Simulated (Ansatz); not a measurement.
Li₈Cl₈ (started as a model of: 1x4x4 LiCl rock-salt block). Total charge 0; triplet. Geometry PBE0-D4/def2-SVP, that of the neutral singlet; atoms count from 1.

Cartesian coordinates in Å:
```
Li 1.131 -3.202 -2.683
Cl -0.578 -3.268 -1.310
Li -0.931 -3.085 0.957
Cl -2.478 -2.976 2.505
Cl 2.184 -1.287 -2.509
Li 0.391 -1.111 -0.934
Cl 0.339 -1.066 1.414
Li -1.686 -0.948 2.750
Li 1.688 0.948 -2.748
Cl -0.339 1.068 -1.417
Li -0.394 1.112 0.931
Cl -2.186 1.286 2.508
Cl 2.483 2.975 -2.501
Li 0.933 3.085 -0.957
Cl 0.575 3.268 1.309
Li -1.132 3.200 2.685
```

At PBE0-D4/def2-TZVP a singlet of charge 0 lies 6.61 eV below the triplet at the same geometry.

(1) Estimate the Mulliken populations from the PBE0/def2-TZVP orbitals of Ansatz.

(2) Where does the spin sit?

## Answers

(1) 
| atom | charge (e) | spin (α − β) |
| --- | --- | --- |
| Li1 | 0.62 | 0.19 |
| Cl2 | -0.72 | 0.00 |
| Li3 | 0.72 | 0.02 |
| Cl4 | -0.50 | 0.29 |
| Cl5 | -0.72 | 0.00 |
| Li6 | 0.69 | 0.01 |
| Cl7 | -0.70 | 0.05 |
| Li8 | 0.70 | 0.05 |
| Li9 | 0.72 | 0.02 |
| Cl10 | -0.70 | 0.05 |
| Li11 | 0.68 | -0.01 |
| Cl12 | -0.58 | 0.17 |
| Cl13 | -0.50 | 0.29 |
| Li14 | 0.70 | 0.05 |
| Cl15 | -0.58 | 0.17 |
| Li16 | 0.19 | 0.67 |
Mulliken values depend strongly on the basis.

(2) Summed by element: Li 0.99, Cl 1.01, of 2 unpaired in all. Largest on single atoms: Li16 0.67, Cl4 0.29, Cl13 0.29.
